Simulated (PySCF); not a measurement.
This triplet is an excited state, 1.07 eV above the relaxed singlet at the level B3LYP-D3(BJ)/def2-TZVP (PySCF).

B3LYP has the VWN-RPA correlation part, as in Gaussian. 

```xyz
10

C      1.6888    -0.4271     0.2027
C      1.2206     0.7849    -0.1641
Si    -0.5466     1.2163    -0.2942
C     -1.8293    -0.1151     0.1099
H      2.7523    -0.6282     0.2651
H      1.0310    -1.2517     0.4516
H      1.9391     1.5649    -0.3997
H     -1.7211    -0.9617    -0.5721
H     -2.8394     0.2814     0.0097
H     -1.6954    -0.4637     1.1367
```

Charge 0, multiplicity 3.

Q: Give the Mulliken and meta-Löwdin atomic charges from B3LYP-D3(BJ)/def2-TZVP in PySCF.

A: 
```csv
atom,Mulliken (e),meta-Löwdin (e)
C1,-0.26,-0.26
C2,-0.18,-0.34
Si3,0.15,0.39
C4,-0.45,-0.55
H5,0.11,0.12
H6,0.11,0.11
H7,0.11,0.13
H8,0.14,0.13
H9,0.14,0.14
H10,0.14,0.13
```
